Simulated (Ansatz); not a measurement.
Single points on the cluster Ga3N4⁻.

```yaml
crystal:
  periodic: [false, false, false]
  atoms:
    - {symbol: Ga, position_ang: [0.658363, -1.669912, -0.626310]}
    - {symbol: Ga, position_ang: [-1.044478, 1.160141, 1.085125]}
    - {symbol: Ga, position_ang: [0.988010, 1.300625, -1.167888]}
    - {symbol: N, position_ang: [0.521442, -0.541736, 1.414726]}
    - {symbol: N, position_ang: [1.178315, 0.253865, 0.752630]}
    - {symbol: N, position_ang: [-1.424562, -0.646296, -0.348629]}
    - {symbol: N, position_ang: [-0.877090, 0.143312, -1.109644]}
basis:
  gaussian: {orbitals: def2-TZVPD, initial_orbitals: start.molden}
total_charge: -1
hamiltonian: {xc: pbe, dispersion: d4}
scf: {omitted_lower_state_checks: [starts]}
output: {forces: true, orbitals: {seedname: orbitals}}
```

The file start.molden holds the orbitals of an earlier run on this structure, at another level or in another basis.

```sh
$ ansatz run in.yaml --threads 4 --pin off --events-out ev --progress --plain --max-ram 4787MiB
```

It prints (some lines left out):

```
Functional definition: PBE
1844 factors; their error is unknown
mean field evaluation 1: about -163067.3769 eV, gradient 1.6e1 eV
mean field evaluation 2: about -163067.6206 eV, gradient 2.9e-1 eV
mean field evaluation 4: about -163067.5637 eV, gradient 2.8e-1 eV
mean field evaluation 8: about -163067.5638 eV, gradient 1.4e-5 eV
mean field -163067.56382157 eV, -5992.6224392781 hartree, gradient 1.4e-5 eV, S^2 0.000000; 0 other end points of the search recorded, 0 dependent functions left out
reference -163067.56386953 eV, -5992.6224410404 hartree; 61, 61 occupied and 249, 249 virtual orbitals, 1844 factors
Total energy: -163067.97402946 eV, -5992.6375141401 hartree
Atom 0 at     0.658363    -1.669912    -0.626310 Å, force    -0.034221     0.087248     0.031779 eV/Å
Atom 1 at    -1.044478     1.160141     1.085125 Å, force     0.054244    -0.059687    -0.057162 eV/Å
Atom 2 at     0.988010     1.300625    -1.167888 Å, force     0.011504     0.014006    -0.011459 eV/Å
Atom 3 at     0.521442    -0.541736     1.414726 Å, force     0.193289     0.250836    -0.222549 eV/Å
Atom 4 at     1.178315     0.253865     0.752630 Å, force    -0.223438    -0.272016     0.227287 eV/Å
Atom 5 at    -1.424562    -0.646296    -0.348629 Å, force     0.192206     0.255975    -0.232032 eV/Å
Atom 6 at    -0.877090     0.143312    -1.109644 Å, force    -0.193583    -0.276362     0.264137 eV/Å
Dipole moment:    -0.104161    -0.137389     0.123440 e Å
Checks for a lower state left out: starts
```

It took 7 s on 4 threads of Arm Neoverse V1 on a shared host, peak host memory 0.71 GiB.

The first input with `correlation: {method: mp2}`, `output: {orbitals: {seedname: orbitals}}` and without the key `hamiltonian` (abridged; 60 s):

```
Functional definition: HF
mean field evaluation 16: about -162929.0049 eV, gradient 2.8e-6 eV
mean field -162929.00492253 eV, -5987.5304936570 hartree, gradient 2.6e-6 eV, S^2 0.000000; unrestricted orbitals would lower it
mean field evaluation 32: about -162930.2550 eV, gradient 1.2e-1 eV
unrestricted determinant -162930.25564315 eV, -5987.5764567919 hartree, S^2 1.3289
31 core orbitals not correlated: weight in the atoms' cores, before any rotation towards them, 1.000 or more for the frozen orbitals, at most 0.000 for the correlated occupied ones
second order -42.95843048 eV of doubles, -0.00000000 eV of singles
Total energy: -162971.96335301 eV, -5989.1091868590 hartree
Checks for a lower state left out: starts
```

As the first input, with `hamiltonian: {xc: r2scan, dispersion: d4}`, `output: {orbitals: {seedname: orbitals}}` (abridged; 13 s):

```
Functional definition: r2SCAN
mean field -163093.14408222 eV, -5993.5624965180 hartree, gradient 1.7e-5 eV, S^2 0.000000
Total energy: -163093.22636518 eV, -5993.5655203609 hartree
Checks for a lower state left out: starts
```

First input, but with `hamiltonian: {xc: {name: BLYP}, dispersion: d4}`, `output: {orbitals: {seedname: orbitals}}` (abridged; 7.5 s):

```
Functional definition: BLYP
mean field -163102.61046967 eV, -5993.9103798402 hartree, gradient 1.1e-5 eV, S^2 0.000000
Total energy: -163103.50165840 eV, -5993.9431304219 hartree
Checks for a lower state left out: starts
```

As the first input, with `hamiltonian: {xc: pbe0, dispersion: d4}`, `output: {orbitals: {seedname: orbitals}}` (abridged; 19 s):

```
Functional definition: PBE0
mean field -163069.18211401 eV, -5992.6819104284 hartree, gradient 1.1e-5 eV, S^2 0.000000
Total energy: -163069.52784095 eV, -5992.6946156590 hartree
Checks for a lower state left out: starts
```

First input, but with `gaussian: {orbitals: STO-3G}`, `hamiltonian: {xc: hf}`, `output: {orbitals: {seedname: orbitals}}` (abridged; 1 s):

```
Functional definition: HF
mean field evaluation 16: about -161017.0544 eV, gradient 7.8e-2 eV
mean field -161017.05261029 eV, -5917.2675421498 hartree, gradient 2.9e-5 eV, S^2 0.000000
Total energy: -161017.05261029 eV, -5917.2675421498 hartree
Checks for a lower state left out: starts
```

As the first input, with `hamiltonian: {xc: pbe}`, `correlation: {method: rpa}` and without the key `output` (abridged; 17 s):

```
Functional definition: PBE
mean field -163067.56380495 eV, -5992.6224386674 hartree, gradient 4.0e-6 eV, S^2 0.000000
31 core orbitals not correlated: weight in the atoms' cores, before any rotation towards them, 1.000 or more for the frozen orbitals, at most 0.000 for the correlated occupied ones
Total energy: -162987.05310976 eV, -5989.6637251913 hartree
Checks for a lower state left out: starts
```

Geometry: PBE-D4/def2-SVPD.

Correlated methods freeze 31 core orbitals; core or outer-core shells of Ga are correlated, in sets that lack core-valence functions. The restricted singlet is unstable towards broken spin symmetry in Hartree–Fock (as tested in another run); at PBE-D4/def2-TZVPD, r2SCAN-D4/def2-TZVPD, BLYP-D4/def2-TZVPD, PBE0-D4/def2-TZVPD and others this wasn't settled. At PBE-D4/def2-TZVPD, r2SCAN-D4/def2-TZVPD, BLYP-D4/def2-TZVPD, HF/STO-3G the highest occupied level of the charge -1 singlet lies above zero (up to 0.78 eV). In Hartree–Fock with STO-3G the lack of diffuse functions raises the level. The electron is either unbound and held by the finite basis, or the level is raised by self-interaction error. At MP2/def2-TZVPD the restricted singlet (for correlated methods, its reference) is unstable: a solution with broken spin symmetry lies lower. The structure comes from a short search, and lower isomers may exist.
